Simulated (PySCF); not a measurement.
C₄H₆Si, charge -1, doublet, at a GFN2-xTB geometry (a state made from the parent by changing its charge; the spin is typed, not shown lowest) (in this run its highest filled SCF level lies above zero, so its values depend strongly on the basis, on diffuse functions most of all); DF-BLYP/6-31G** (PySCF).

Input for PySCF:
```python
from pyscf import gto, scf, dft

mol = gto.M(
    atom='''
C    -1.235104    0.762050   -0.411097
C     0.047364    1.268071   -0.284723
Si    1.193403   -0.071619    0.243255
C    -0.213412   -1.258106    0.250877
C    -1.376258   -0.605335   -0.121184
H    -2.087933    1.370871   -0.714096
H     0.266647    2.312683   -0.485034
H     1.956418    0.126058    1.547105
H     2.376368   -0.386079   -0.663941
H    -0.211170   -2.316012    0.496342
H    -2.343508   -1.104929   -0.189177
''',
    basis='6-31g**',
    charge=-1,
    spin=1,
    verbose=4,
    symmetry=True,
)

mf = dft.UKS(mol)
mf.xc = 'blyp'
mf = mf.density_fit(auxbasis='def2-universal-jkfit')
mf.kernel()
mf.analyze()
```

Output, abridged:

```
PySCF version 2.14.0

[INPUT] verbose = 4
[INPUT] num. atoms = 11
[INPUT] num. electrons = 45
[INPUT] charge = -1
[INPUT] spin (= nelec alpha-beta = 2S) = 1
[INPUT] symmetry True subgroup None
[INPUT] Mole.unit = angstrom
[INPUT] Symbol           X                Y                Z      unit          X                Y                Z       unit  Magmom
[...]
nuclear repulsion = 201.668235700652
point group symmetry = C2v
symmetry origin: [1.71793284e-07 2.57689926e-07 3.00638247e-07]
symmetry axis x: [ 0.18194513 -0.22188602 -0.95794706]
symmetry axis y: [-0.10047307 -0.97330402  0.20636001]
symmetry axis z: [ 0.97816212 -0.05870168  0.19938149]
num. orbitals of irrep A1 = 41
num. orbitals of irrep A2 = 12
num. orbitals of irrep B1 = 18
num. orbitals of irrep B2 = 33
number of shells = 50
number of NR pGTOs = 201
number of NR cGTOs = 104
basis = 6-31g**
ecp = {}

******** <class 'pyscf.df.df_jk.DFSymAdaptedUKS'> ********
method = DFSymAdaptedUKS
initial guess = minao
damping factor = 0
level_shift factor = 0
DIIS = <class 'pyscf.scf.diis.CDIIS'>
diis_start_cycle = 1
diis_space = 8
diis_damp = 0
SCF conv_tol = 1e-09
SCF conv_tol_grad = None
SCF max_cycles = 50
direct_scf = False
number electrons alpha = 23  beta = 22
XC library pyscf.dft.libxc version 7.1.2
    S. Lehtola, C. Steigemann, M. J. T. Oliveira, and M. A. L. Marques,  SoftwareX 7, 1–5 (2018)
XC functionals = blyp
    A. D. Becke,  Phys. Rev. A 38, 3098 (1988)
    C. Lee, W. Yang, and R. G. Parr,  Phys. Rev. B 37, 785 (1988)
    B. Miehlich, A. Savin, H. Stoll, and H. Preuss,  Chem. Phys. Lett. 157, 200 (1989)
radial grids:
    Treutler-Ahlrichs [JCP 102, 346 (1995); DOI:10.1063/1.469408] (M4) radial grids

becke partition: Becke, JCP 88, 2547 (1988); DOI:10.1063/1.454033
pruning grids: <function nwchem_prune>
grids dens level: 3
symmetrized grids: True
atomic radii adjust function: <function treutler_atomic_radii_adjust>
small_rho_cutoff = 0
Freeze 0 electrons in irreps []
    45 free electrons in irreps A1 A2 B1 B2
Set gradient conv threshold to 3.16228e-05
tot grids = 134504
init E= -445.744098289245

cycle= 1 E= -445.142317461729  delta_E= 0.602  |g|= 0.582  |ddm|= 2.38
cycle= 2 E= -444.593721411037  delta_E= 0.549  |g|=  1.1  |ddm|= 2.89
cycle= 3 E= -445.347940125147  delta_E= -0.754  |g|= 0.0544  |ddm|= 2.19
cycle= 4 E= -445.350208485532  delta_E= -0.00227  |g|= 0.023  |ddm|= 0.179
cycle= 5 E= -445.35061735014  delta_E= -0.000409  |g|= 0.0123  |ddm|= 0.0659
cycle= 6 E= -445.350704675048  delta_E= -8.73e-05  |g|= 0.00416  |ddm|= 0.0191
cycle= 7 E= -445.350713641187  delta_E= -8.97e-06  |g|= 0.000754  |ddm|= 0.00462
cycle= 8 E= -445.350714001073  delta_E= -3.6e-07  |g|= 0.000128  |ddm|= 0.00121
cycle= 9 E= -445.350714018482  delta_E= -1.74e-08  |g|= 5.04e-05  |ddm|= 0.000352
cycle= 10 E= -445.350714021218  delta_E= -2.74e-09  |g|= 6.86e-06  |ddm|= 0.000137
cycle= 11 E= -445.35071402127  delta_E= -5.22e-11  |g|= 2.1e-06  |ddm|= 1.76e-05
Extra cycle  E= -445.350714021276  delta_E= -5.23e-12  |g|= 2.27e-06  |ddm|= 5.55e-06
converged SCF energy = -445.350714021276  <S^2> = 0.7513011  2S+1 = 2.0013007
**** SCF Summaries ****
Total Energy =                        -445.350714021275508
Nuclear Repulsion Energy =             201.668235700652161
One-electron Energy =                -1019.969116317234921
Two-electron Energy =                  372.950166595307223
Two-electron Coulomb Energy =          418.015305209735516
DFT Exchange-Correlation Energy =      -45.065138614428314
Wave-function symmetry = B1
alpha occupancy for each irrep:     A1   A2   B1   B2
                                    11    1    4    7
beta  occupancy for each irrep:     A1   A2   B1   B2
                                    11    1    3    7
**** MO energy ****
alpha MO #1 (A1 #1), energy= -65.2521325228454 occ= 1
alpha MO #2 (A1 #2), energy= -9.69688615247294 occ= 1
alpha MO #3 (B2 #1), energy= -9.69665110055447 occ= 1
alpha MO #4 (A1 #3), energy= -9.67197429147352 occ= 1
alpha MO #5 (B2 #2), energy= -9.67193741415423 occ= 1
alpha MO #6 (A1 #4), energy= -4.83156484081621 occ= 1
alpha MO #7 (B1 #1), energy= -3.25082642482402 occ= 1
alpha MO #8 (B2 #3), energy= -3.24976803832271 occ= 1
alpha MO #9 (A1 #5), energy= -3.24973428123984 occ= 1
alpha MO #10 (A1 #6), energy= -0.510829805381697 occ= 1
alpha MO #11 (B2 #4), energy= -0.398945305383095 occ= 1
alpha MO #12 (A1 #7), energy= -0.340867453769964 occ= 1
alpha MO #13 (A1 #8), energy= -0.240390774047794 occ= 1
alpha MO #14 (B2 #5), energy= -0.237177743710942 occ= 1
alpha MO #15 (A1 #9), energy= -0.217976749123399 occ= 1
alpha MO #16 (B2 #6), energy= -0.122726768306809 occ= 1
alpha MO #17 (A1 #10), energy= -0.110461772504699 occ= 1
alpha MO #18 (B1 #2), energy= -0.10338493484945 occ= 1
alpha MO #19 (A1 #11), energy= -0.0763957758447269 occ= 1
alpha MO #20 (B1 #3), energy= -0.0581932428461616 occ= 1
alpha MO #21 (B2 #7), energy= -0.0461137547489843 occ= 1
alpha MO #22 (A2 #1), energy= 0.0341159043542612 occ= 1
alpha MO #23 (B1 #4), energy= 0.12196624168612 occ= 1
alpha MO #24 (B2 #8), energy= 0.206360198734792 occ= 0
alpha MO #25 (A1 #12), energy= 0.249179043944787 occ= 0
alpha MO #26 (A1 #13), energy= 0.258055062434052 occ= 0
alpha MO #27 (A2 #2), energy= 0.258279398133596 occ= 0
alpha MO #28 (A1 #14), energy= 0.296416200111639 occ= 0
alpha MO #29 (B2 #9), energy= 0.313210653677117 occ= 0
alpha MO #30 (B1 #5), energy= 0.325616312601207 occ= 0
alpha MO #31 (A1 #15), energy= 0.333440529191542 occ= 0
alpha MO #32 (B2 #10), energy= 0.342985904117921 occ= 0
alpha MO #33 (A1 #16), energy= 0.354942517577529 occ= 0
alpha MO #34 (B1 #6), energy= 0.39671690736397 occ= 0
alpha MO #35 (A1 #17), energy= 0.4542327904037 occ= 0
alpha MO #36 (B2 #11), energy= 0.457008326314389 occ= 0
alpha MO #37 (B2 #12), energy= 0.547143884573669 occ= 0
alpha MO #38 (A1 #18), energy= 0.547327695404154 occ= 0
alpha MO #39 (B2 #13), energy= 0.609296938926233 occ= 0
alpha MO #40 (A1 #19), energy= 0.65508975840452 occ= 0
[...]
beta  MO #15 (A1 #9), energy= -0.215596924917234 occ= 1
beta  MO #16 (B2 #6), energy= -0.121008829351323 occ= 1
beta  MO #17 (A1 #10), energy= -0.106875820092748 occ= 1
beta  MO #18 (B1 #2), energy= -0.0942138160329939 occ= 1
beta  MO #19 (A1 #11), energy= -0.0712283255749355 occ= 1
beta  MO #20 (B1 #3), energy= -0.0451394704703758 occ= 1
beta  MO #21 (B2 #7), energy= -0.0422266802118498 occ= 1
beta  MO #22 (A2 #1), energy= 0.0517845635304286 occ= 1
beta  MO #23 (B1 #4), energy= 0.142695623520272 occ= 0
beta  MO #24 (B2 #8), energy= 0.207688700134481 occ= 0
beta  MO #25 (A1 #12), energy= 0.252391007682475 occ= 0
beta  MO #26 (A1 #13), energy= 0.26023059496754 occ= 0
beta  MO #27 (A2 #2), energy= 0.276618224496244 occ= 0
beta  MO #28 (A1 #14), energy= 0.301446874882099 occ= 0
beta  MO #29 (B2 #9), energy= 0.314838195112636 occ= 0
beta  MO #30 (A1 #15), energy= 0.335101036723517 occ= 0
beta  MO #31 (B1 #5), energy= 0.337604503009267 occ= 0
beta  MO #32 (B2 #10), energy= 0.345584577626775 occ= 0
beta  MO #33 (A1 #16), energy= 0.358004180051475 occ= 0
beta  MO #34 (B1 #6), energy= 0.401190259364413 occ= 0
beta  MO #35 (A1 #17), energy= 0.458827242749937 occ= 0
beta  MO #36 (B2 #11), energy= 0.459007109439914 occ= 0
beta  MO #37 (B2 #12), energy= 0.550313351964753 occ= 0
beta  MO #38 (A1 #18), energy= 0.553147802020681 occ= 0
beta  MO #39 (B2 #13), energy= 0.613037492705605 occ= 0
beta  MO #40 (A1 #19), energy= 0.656854844454928 occ= 0
beta  MO #41 (A1 #20), energy= 0.719391944376266 occ= 0
beta  MO #42 (A2 #3), energy= 0.739125423927942 occ= 0
beta  MO #43 (B1 #7), energy= 0.750063716636122 occ= 0
beta  MO #44 (B2 #14), energy= 0.782421443552614 occ= 0
beta  MO #45 (A1 #21), energy= 0.794816709267356 occ= 0
beta  MO #46 (A2 #4), energy= 0.797711825298413 occ= 0
beta  MO #47 (B1 #8), energy= 0.809758032729841 occ= 0
beta  MO #48 (B1 #9), energy= 0.894536722609146 occ= 0
beta  MO #49 (A2 #5), energy= 0.898618403844728 occ= 0
beta  MO #50 (A1 #22), energy= 0.923511169575596 occ= 0
beta  MO #51 (B2 #15), energy= 0.93780063016554 occ= 0
beta  MO #52 (A1 #23), energy= 0.953360587005561 occ= 0
beta  MO #53 (B2 #16), energy= 0.960553342158124 occ= 0
beta  MO #54 (B2 #17), energy= 1.00641384165338 occ= 0
beta  MO #55 (A1 #24), energy= 1.04885234071476 occ= 0
beta  MO #56 (A1 #25), energy= 1.07596755635732 occ= 0
beta  MO #57 (B2 #18), energy= 1.10089336021899 occ= 0
beta  MO #58 (B2 #19), energy= 1.10605844289945 occ= 0
beta  MO #59 (A1 #26), energy= 1.13410152481706 occ= 0
beta  MO #60 (A1 #27), energy= 1.22648474432181 occ= 0
beta  MO #61 (A1 #28), energy= 1.25731420201638 occ= 0
beta  MO #62 (B1 #10), energy= 1.27375402350042 occ= 0
beta  MO #63 (B2 #20), energy= 1.2964124644062 occ= 0
beta  MO #64 (B2 #21), energy= 1.32429655863128 occ= 0
beta  MO #65 (A1 #29), energy= 1.49441978488678 occ= 0
beta  MO #66 (B1 #11), energy= 1.5115835142942 occ= 0
beta  MO #67 (B1 #12), energy= 1.53907576206634 occ= 0
beta  MO #68 (A2 #6), energy= 1.5992726868328 occ= 0
beta  MO #69 (B2 #22), energy= 1.61433819382546 occ= 0
beta  MO #70 (A2 #7), energy= 1.82114511273922 occ= 0
beta  MO #71 (B1 #13), energy= 1.8943954632207 occ= 0
beta  MO #72 (A1 #30), energy= 1.94049724140799 occ= 0
beta  MO #73 (A1 #31), energy= 2.01137878998649 occ= 0
beta  MO #74 (A1 #32), energy= 2.08172660852679 occ= 0
beta  MO #75 (B2 #23), energy= 2.11832017945126 occ= 0
beta  MO #76 (A2 #8), energy= 2.17448454529432 occ= 0
beta  MO #77 (B2 #24), energy= 2.18668129083755 occ= 0
beta  MO #78 (B1 #14), energy= 2.21212017498764 occ= 0
beta  MO #79 (A1 #33), energy= 2.2289403850304 occ= 0
beta  MO #80 (A2 #9), energy= 2.24868057923039 occ= 0
beta  MO #81 (B2 #25), energy= 2.28909061461436 occ= 0
beta  MO #82 (B2 #26), energy= 2.34041509933399 occ= 0
beta  MO #83 (B1 #15), energy= 2.34609900906978 occ= 0
beta  MO #84 (A1 #34), energy= 2.36491902047806 occ= 0
beta  MO #85 (A1 #35), energy= 2.45944294625028 occ= 0
beta  MO #86 (B1 #16), energy= 2.52056012399071 occ= 0
beta  MO #87 (B2 #27), energy= 2.56230781284945 occ= 0
beta  MO #88 (A2 #10), energy= 2.56856930343124 occ= 0
beta  MO #89 (A1 #36), energy= 2.57652366408757 occ= 0
beta  MO #90 (B2 #28), energy= 2.60401606725459 occ= 0
beta  MO #91 (A2 #11), energy= 2.64553014158536 occ= 0
beta  MO #92 (A1 #37), energy= 2.69754133494322 occ= 0
beta  MO #93 (B1 #17), energy= 2.70916090466855 occ= 0
beta  MO #94 (B2 #29), energy= 2.73018633969576 occ= 0
beta  MO #95 (A1 #38), energy= 2.76407026595821 occ= 0
beta  MO #96 (A2 #12), energy= 2.85863416104106 occ= 0
beta  MO #97 (B1 #18), energy= 2.8759858268907 occ= 0
beta  MO #98 (A1 #39), energy= 3.02945318450235 occ= 0
beta  MO #99 (B2 #30), energy= 3.0395653085343 occ= 0
beta  MO #100 (B2 #31), energy= 3.31999104148173 occ= 0
beta  MO #101 (A1 #40), energy= 3.34895643194141 occ= 0
beta  MO #102 (B2 #32), energy= 3.3935273827279 occ= 0
beta  MO #103 (A1 #41), energy= 3.58543251814647 occ= 0
beta  MO #104 (B2 #33), energy= 3.8793711984404 occ= 0
 ** Mulliken pop alpha/beta on meta-lowdin orthogonal AOs **
 ** Mulliken pop       alpha | beta **
In total            23.00000 | 22.00000
 ** Mulliken atomic charges   ( Nelec_alpha | Nelec_beta ) **
charge of  0C =     -0.17108  (     3.16070      3.01038 )
charge of  1C =     -0.48672  (     3.37365      3.11308 )
charge of  2Si =      0.47792  (     6.79597      6.72611 )
charge of  3C =     -0.48672  (     3.37365      3.11308 )
charge of  4C =     -0.17108  (     3.16070      3.01038 )
charge of  5H =      0.05006  (     0.47242      0.47752 )
charge of  6H =      0.05336  (     0.46990      0.47674 )
charge of  7H =     -0.18458  (     0.62535      0.55923 )
charge of  8H =     -0.18458  (     0.62535      0.55923 )
charge of  9H =      0.05336  (     0.46990      0.47674 )
charge of  10H =      0.05006  (     0.47242      0.47752 )

WARN: System has nonzero charge -1; the dipole moment is origin-dependent.
Location of origin: [0. 0. 0.]

Dipole moment(X, Y, Z, Debye): -0.76933,  0.04617, -0.15682
```
